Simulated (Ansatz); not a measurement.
SnMe4 (C₄H₁₂Sn). Charge 0, multiplicity 1. Geometry B3LYP-D4/def2-SVP.

```xyz
17

C     0.2143    0.6953    2.0505
C    -0.2165    1.7104   -1.3274
C    -1.7624   -1.2667   -0.1559
C     1.7649   -1.1389   -0.5671
Sn   -0.0001    0.0000    0.0000
H     0.3127   -0.1606    2.7355
H    -0.6671    1.2841    2.3467
H     1.1095    1.3284    2.1470
H    -0.3085    1.3740   -2.3715
H     0.6611    2.3699   -1.2457
H    -1.1161    2.2866   -1.0623
H    -1.8944   -1.6102   -1.1934
H    -2.6615   -0.7086    0.1475
H    -1.6577   -2.1474    0.4962
H     1.8974   -1.9978    0.1086
H     2.6631   -0.5050   -0.5114
H     1.6615   -1.5136   -1.5971
```

In the def2 sets Sn takes a core potential; there is no spin–orbit coupling.

Q: Estimate the orbital energies around the gap (eV) in Ansatz with PBE-D4/def2-TZVP, r2SCAN-D4/def2-TZVP, PBE0-D4/def2-SVP, PBE0-D4/def2-TZVP, BHLYP-D4/def2-TZVP.

A: 
```json
{"orbital": "HOMO−9", "PBE-D4/def2-TZVP": "-9.65", "r2SCAN-D4/def2-TZVP": "-10.04", "PBE0-D4/def2-SVP": "-11.13", "PBE0-D4/def2-TZVP": "-11.19", "BHLYP-D4/def2-TZVP": "-12.66"}
{"orbital": "HOMO−8", "PBE-D4/def2-TZVP": "-9.65", "r2SCAN-D4/def2-TZVP": "-10.04", "PBE0-D4/def2-SVP": "-11.13", "PBE0-D4/def2-TZVP": "-11.19", "BHLYP-D4/def2-TZVP": "-12.66"}
{"orbital": "HOMO−7", "PBE-D4/def2-TZVP": "-9.43", "r2SCAN-D4/def2-TZVP": "-9.81", "PBE0-D4/def2-SVP": "-10.89", "PBE0-D4/def2-TZVP": "-10.96", "BHLYP-D4/def2-TZVP": "-12.42"}
{"orbital": "HOMO−6", "PBE-D4/def2-TZVP": "-9.43", "r2SCAN-D4/def2-TZVP": "-9.81", "PBE0-D4/def2-SVP": "-10.89", "PBE0-D4/def2-TZVP": "-10.96", "BHLYP-D4/def2-TZVP": "-12.42"}
{"orbital": "HOMO−5", "PBE-D4/def2-TZVP": "-9.27", "r2SCAN-D4/def2-TZVP": "-9.64", "PBE0-D4/def2-SVP": "-10.70", "PBE0-D4/def2-TZVP": "-10.79", "BHLYP-D4/def2-TZVP": "-12.24"}
{"orbital": "HOMO−4", "PBE-D4/def2-TZVP": "-9.27", "r2SCAN-D4/def2-TZVP": "-9.64", "PBE0-D4/def2-SVP": "-10.70", "PBE0-D4/def2-TZVP": "-10.79", "BHLYP-D4/def2-TZVP": "-12.24"}
{"orbital": "HOMO−3", "PBE-D4/def2-TZVP": "-9.27", "r2SCAN-D4/def2-TZVP": "-9.64", "PBE0-D4/def2-SVP": "-10.70", "PBE0-D4/def2-TZVP": "-10.79", "BHLYP-D4/def2-TZVP": "-12.24"}
{"orbital": "HOMO−2", "PBE-D4/def2-TZVP": "-6.46", "r2SCAN-D4/def2-TZVP": "-6.69", "PBE0-D4/def2-SVP": "-7.60", "PBE0-D4/def2-TZVP": "-7.64", "BHLYP-D4/def2-TZVP": "-8.70"}
{"orbital": "HOMO−1", "PBE-D4/def2-TZVP": "-6.46", "r2SCAN-D4/def2-TZVP": "-6.69", "PBE0-D4/def2-SVP": "-7.60", "PBE0-D4/def2-TZVP": "-7.63", "BHLYP-D4/def2-TZVP": "-8.70"}
{"orbital": "HOMO", "PBE-D4/def2-TZVP": "-6.46", "r2SCAN-D4/def2-TZVP": "-6.69", "PBE0-D4/def2-SVP": "-7.60", "PBE0-D4/def2-TZVP": "-7.63", "BHLYP-D4/def2-TZVP": "-8.70"}
{"orbital": "LUMO", "PBE-D4/def2-TZVP": "-0.26", "r2SCAN-D4/def2-TZVP": "0.30", "PBE0-D4/def2-SVP": "1.08", "PBE0-D4/def2-TZVP": "0.55", "BHLYP-D4/def2-TZVP": "1.16"}
{"orbital": "LUMO+1", "PBE-D4/def2-TZVP": "0.45", "r2SCAN-D4/def2-TZVP": "1.08", "PBE0-D4/def2-SVP": "1.92", "PBE0-D4/def2-TZVP": "1.16", "BHLYP-D4/def2-TZVP": "1.70"}
{"orbital": "LUMO+2", "PBE-D4/def2-TZVP": "0.45", "r2SCAN-D4/def2-TZVP": "1.08", "PBE0-D4/def2-SVP": "1.92", "PBE0-D4/def2-TZVP": "1.16", "BHLYP-D4/def2-TZVP": "1.70"}
{"orbital": "LUMO+3", "PBE-D4/def2-TZVP": "0.45", "r2SCAN-D4/def2-TZVP": "1.08", "PBE0-D4/def2-SVP": "1.92", "PBE0-D4/def2-TZVP": "1.16", "BHLYP-D4/def2-TZVP": "1.70"}
{"orbital": "LUMO+4", "PBE-D4/def2-TZVP": "1.12", "r2SCAN-D4/def2-TZVP": "1.68", "PBE0-D4/def2-SVP": "2.80", "PBE0-D4/def2-TZVP": "2.13", "BHLYP-D4/def2-TZVP": "3.13"}
{"orbital": "LUMO+5", "PBE-D4/def2-TZVP": "1.73", "r2SCAN-D4/def2-TZVP": "2.50", "PBE0-D4/def2-SVP": "3.44", "PBE0-D4/def2-TZVP": "2.54", "BHLYP-D4/def2-TZVP": "3.20"}
```
